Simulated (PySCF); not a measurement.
How methods differ on the ionisation energy of Ag

Ag [Kr] 4d10 5s1 (2S) → Ag⁺ [Kr] 4d10 (1S), as a difference of total energies. Computed with PySCF 2.14 in x2c-TZVPPall, with the spin-free X2C one-electron Hamiltonian (Gaussian nucleus). Correlated levels: valence: [Kr] frozen. The calculations carry no spin-orbit coupling.

```csv
method,ionisation energy (eV),error (eV)
UHF,6.354,-1.222
MP2 (valence),7.334,-0.242
SCS-MP2 (valence),7.180,-0.396
CCSD (valence),7.203,-0.373
CCSD(T) (valence),7.278,-0.298
```

Reference: 7.576 eV (measured; NIST Atomic Spectra Database, ionization energies).

Errors of the correlated levels include the incompleteness of this basis and the frozen core.
